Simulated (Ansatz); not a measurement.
Reaction (redistribution): `C[SiH](C)[SnH3]` + `C#C[Si](F)(Cl)Cl` → `C[SiH](F)[SnH3]` + `C#C[Si](C)(Cl)Cl`

Calculated with Ansatz (gas phase, PBE0-D4/def2-TZVP geometries, no zero-point term in ΔE). CBS: MP2 limit from def2 TZ/QZ plus the TZ coupled-cluster correction, frozen cores. Functionals use def2-TZVPP. Elements past krypton have def2 core potentials. For Sn outer-core shells are correlated without core-valence functions, which leaves a few kJ/mol of doubt a bond.

Problem. Is it downhill or uphill in electronic energy at CCSD(T)/CBS, and by how much? (Best estimate.)

Solution. Ansatz gave: Nearly level: ΔE = -0.01 eV.

Problem. What do these levels give: PBE-D4, ωB97M-V, B2PLYP, MP2/def2-TZVPP, SCS-MP2/def2-QZVPP, MP2/CBS(def2)? (Best estimate.)

Solution. The calculation gave: PBE-D4 -0.02, ωB97M-V -0.03, B2PLYP -0.03, MP2/def2-TZVPP 0.00, SCS-MP2/def2-QZVPP -0.02, MP2/CBS(def2) -0.01 eV.

Largest T1 diagnostic among the species: 0.013.

In def2-TZVPP, CCSD(T) changes the Hartree–Fock value by +0.07 eV (the triples alone add +0.01 eV) and MP2 by +0.06 eV.
